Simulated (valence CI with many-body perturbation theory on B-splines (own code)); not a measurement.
Forbidden lines of La¹⁵⁺

Calculated by configuration interaction combined with many-body perturbation theory (CI+MBPT): six valence electrons over a frozen Dirac-Fock core [Kr], radial functions for each j: 7 s, 7 p, 8 d, 6 f, 4 g, 1 h, with the one-electron correlation potential Σ1 (screened to all orders), the two-electron term Σ2, the three-electron term Σ3, Breit, model QED; selected single and double excitations, second order for the rest, scaled by the run's own slope (own B-spline code, finite nucleus).

No measured levels were compared; by estimate terms of the open shell hold to 2 to 4 % of their energy, and close levels can change places. Core correlation moves these levels by up to 11000 cm⁻¹, and in measured spectra 5 to 20 % of such shifts remained as error; rates that hang on mixing are uncertain with them. Among the levels kept, up to 1100 cm⁻¹ of a level comes from second order outside the variational space, and about a tenth of that is noise between levels of different J, which matters for small intervals. Only levels of the ground parity were solved; by the run's estimate the other parity begins above the list, which can be wrong where configurations are misplaced.

Lines 1 to 50 of 119 in falling wavelength, among levels below 25.404 eV, chosen from the decays that carry over 1 % of a level's rate. Wavelengths and rates use the calculated energies, so an error of 2000 cm⁻¹ moves a line at 12490 Å by 25 % and its rate by three times that or more. Electric multipoles are in the length gauge, E1 and E2 with the static RPA response of the core. S is in atomic units (e²a₀⁴ for E2 and M2, e²a₀⁶ for E3), for M1 in squared Bohr magnetons. Weak lines are less certain than strong ones. Lines between different terms over intervals too small for the method are left out, as are lines whose strength nearly cancels. Where a level lies close to another of its J and parity, the split of strength between their lines is uncertain. Intervals below about 2000 cm⁻¹, as at the head of this list, are uncertain by tens of per cent.

Names give the largest LS component (configuration and term), which can be under half, so a name can repeat, a term be missing and a line seem to break the LS rules; names also repeat where a configuration has a term twice. Letters in brackets count levels of one name in rising energy.

```csv
λ vac (Å),Upper,Lower,Type,A (s⁻¹),S (a.u.)
5.386e+05,4d⁶ ⁵D_0,4d⁶ ⁵D_1,M1,7.74e-04,4.48e+00
23650,4d⁶ ⁵D_3,4d⁶ ⁵D_2 [a],M1,1.98e+00,6.81e+00
12490,4d⁶ ³G_5,4d⁶ ³H_4 [a],M1,6.17e+00,4.90e+00
12060,4d⁶ ³G_3,4d⁶ ³G_4,M1,1.17e+01,5.31e+00
9514,4d⁶ ⁵D_1,4d⁶ ⁵D_2 [a],M1,7.07e+01,6.77e+00
9349,4d⁶ ⁵D_0,4d⁶ ⁵D_2 [a],E2,9.93e-04,6.33e-02
8777,4d⁶ ³H_4 [b],4d⁶ ³F_3 [a],M1,1.07e+01,2.42e+00
8596,4d⁶ ³P_0 [a],4d⁶ ³D_1,M1,1.47e+01,3.46e-01
8325,4d⁶ ⁵D_2 [a],4d⁶ ⁵D_4,E2,5.13e-04,9.16e-02
7742,4d⁶ ³D_1,4d⁶ ³F_2 [a],M1,6.07e+00,3.13e-01
6547,4d⁶ ¹F_3,4d⁶ ³G_4,M1,7.22e+00,5.26e-01
6334,4d⁶ ³D_2,4d⁶ ³F_2 [a],M1,1.45e+01,6.81e-01
6269,4d⁶ ¹D_2 [a],4d⁶ ³G_3,M1,7.38e+00,3.37e-01
6158,4d⁶ ⁵D_3,4d⁶ ⁵D_4,M1,1.31e+02,7.93e+00
6125,4d⁶ ³D_2,4d⁶ ³F_3 [a],M1,2.82e+01,1.20e+00
6012,4d⁶ ³G_4,4d⁶ ³F_3 [a],M1,3.36e+00,2.44e-01
5861,4d⁶ ³P_1 [a],4d⁶ ³D_2,M1,8.08e+01,1.81e+00
5680,4d⁶ ³F_3 [a],4d⁶ ³H_4 [a],M1,6.12e+01,2.91e+00
5660,4d⁶ ³H_4 [a],4d⁶ ⁵D_3,M1,8.46e+00,5.12e-01
5420,4d⁶ ³D_1,4d⁶ ⁵D_2 [b],M1,1.07e+02,1.89e+00
5080,4d⁶ ¹G_4 [a],4d⁶ ³D_3,M1,9.60e+00,4.20e-01
5034,4d⁶ ¹D_2 [a],4d⁶ ³D_3,M1,2.63e+01,6.23e-01
5017,4d⁶ ³P_1 [a],4d⁶ ³D_1,M1,7.27e+01,1.02e+00
4885,4d⁶ ³D_3,4d⁶ ³F_2 [a],M1,1.22e+01,3.70e-01
4874,4d⁶ ¹F_3,4d⁶ ³H_4 [b],M1,4.98e+00,1.50e-01
4862,4d⁶ ³P_1 [a],4d⁶ ¹S_0 [a],M1,3.65e+01,4.67e-01
4763,4d⁶ ³H_4 [b],4d⁶ ³G_5,M1,3.59e+01,1.29e+00
4760,4d⁶ ³D_3,4d⁶ ³F_3 [a],M1,1.18e+01,3.31e-01
4690,4d⁶ ³D_2,4d⁶ ⁵D_2 [b],M1,6.71e+00,1.28e-01
4228,4d⁶ ¹G_4 [a],4d⁶ ³H_5,M1,1.76e+01,4.44e-01
4167,4d⁶ ⁵D_2 [b],4d⁶ ⁵D_1,M1,1.61e+02,2.15e+00
4157,4d⁶ ¹G_4 [a],4d⁶ ³G_4,M1,2.60e+01,6.24e-01
4101,4d⁶ ³G_3,4d⁶ ³F_2 [a],M1,7.60e+01,1.36e+00
4074,4d⁶ ¹D_2 [a],4d⁶ ³D_2,M1,8.21e+00,1.03e-01
4017,4d⁶ ³P_1 [b],4d⁶ ³P_0 [a],M1,1.37e+02,9.88e-01
4012,4d⁶ ³G_3,4d⁶ ³F_3 [a],M1,1.55e+02,2.60e+00
3846,4d⁶ ³D_3,4d⁶ ⁵D_2 [b],M1,1.46e+02,2.16e+00
3816,4d⁶ ³H_5,4d⁶ ³H_6,M1,2.00e+02,4.52e+00
3812,4d⁶ ³G_4,4d⁶ ³G_5,M1,1.43e+02,2.64e+00
3753,4d⁶ ³H_5,4d⁶ ³G_5,M1,1.07e+02,2.30e+00
3661,4d⁶ ³F_2 [b],4d⁶ ¹F_3,M1,2.28e+02,2.08e+00
3647,4d⁶ ¹D_2 [a],4d⁶ ³D_1,M1,4.06e+01,3.65e-01
3639,4d⁶ ³F_4,4d⁶ ¹F_3,M1,8.53e+01,1.37e+00
3448,4d⁶ ³H_4 [b],4d⁶ ³H_4 [a],M1,4.21e+02,5.75e+00
3413,4d⁶ ¹G_4 [a],4d⁶ ³H_4 [b],M1,1.40e+02,1.86e+00
3343,4d⁶ ³G_3,4d⁶ ⁵D_2 [b],M1,1.52e+01,1.47e-01
3303,4d⁶ ⁵D_2 [b],4d⁶ ⁵D_3,M1,5.27e+02,3.52e+00
3188,4d⁶ ¹F_3,4d⁶ ³F_2 [a],M1,8.49e+00,7.14e-02
3134,4d⁶ ¹F_3,4d⁶ ³F_3 [a],M1,8.34e+00,6.66e-02
3044,4d⁶ ³P_1 [a],4d⁶ ³F_2 [a],M1,1.46e+02,4.57e-01
```
